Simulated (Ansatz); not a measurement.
`C[SiH2][CH2][AlH][SH]` and `C[SiH2]CC=S` differ in one atom or group.

Ansatz, PBE0-D4/def2-TZVP geometries, multiplicity 1. Each molecule was computed in one conformer, which needn't be the lowest.

```csv
property,`C[SiH2][CH2][AlH][SH]`
size of the dipole moment (ωB97M-V/def2-TZVPP) / D,1.58
HOMO energy (B3LYP/def2-TZVPP) / eV,-7.42
HOMO energy (PBE/def2-TZVPP) / eV,-6.50
HOMO–LUMO gap (PBE/def2-TZVPP) / eV,4.70
LUMO energy (ωB97M-V/def2-TZVPP) / eV,0.57
size of the dipole moment (PBE/def2-TZVPP) / D,1.49
```

Task: Give the same properties after the change, and the shifts. (Estimate.)

Result: Ansatz gave: 
```tsv
property	`C[SiH2]CC=S`	shift
size of the dipole moment (ωB97M-V/def2-TZVPP) / D	2.93	1.35
HOMO energy (B3LYP/def2-TZVPP) / eV	-6.10	1.32
HOMO energy (PBE/def2-TZVPP) / eV	-5.10	1.40
HOMO–LUMO gap (PBE/def2-TZVPP) / eV	2.20	-2.50
LUMO energy (ωB97M-V/def2-TZVPP) / eV	0.09	-0.48
size of the dipole moment (PBE/def2-TZVPP) / D	2.97	1.48
```

With PBE0 the HOMO rises by 1.35 eV and the LUMO falls by 0.97 eV, so the gap narrows by about 2.32 eV. PBE moves the HOMO by 1.40 eV and ωB97M-V by 1.31 eV. Dipoles are sizes alone; their direction can turn.

B3LYP here is the variant with VWN-RPA as its local correlation; programs differ in this.
